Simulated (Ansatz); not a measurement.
A series at Ta: from `[NH2][Ta]([NH2])([NH2])=[S]`, ligands are replaced one by one, each step taking up HCl and setting free NH₃; n counts the steps. Ansatz, PBE0-D4/def2-TZVP geometries. Each molecule was computed in one conformer, which needn't be the lowest.

```
n                       molecule  HOMO energy, ωB97M-V/def2-TZVPP (eV)
0  `[NH2][Ta]([NH2])([NH2])=[S]`                                 -9.01
1   `[NH2][Ta]([NH2])(=[S])[Cl]`                                 -9.59
2    `[NH2][Ta](=[S])([Cl])[Cl]`                                     ?
3     `[S]=[Ta]([Cl])([Cl])[Cl]`                                -10.35
```

Q: By hand: fit a straight line y = ȳ + b (n − n̄) to the 3 given rows and predict n = 2.

A: n̄ = 1.333, ȳ = -9.650; Σ(n − n̄)(y − ȳ) = -2.040, Σ(n − n̄)² = 4.667, so b = -0.437 eV a step. Prediction: -9.650 + (-0.437) × (0.667) = -9.94 eV.

Q: By hand: compare with the computed value, -9.94 eV, and give the steps along the whole series.

A: The line misses by 0.00 eV (computed minus predicted). Steps: -0.58, -0.35, -0.41 eV.

The steps differ by up to 0.23 eV without a steady trend. The highest orbital can change its character along such a series. The miss is 0.0 % of the series' range.
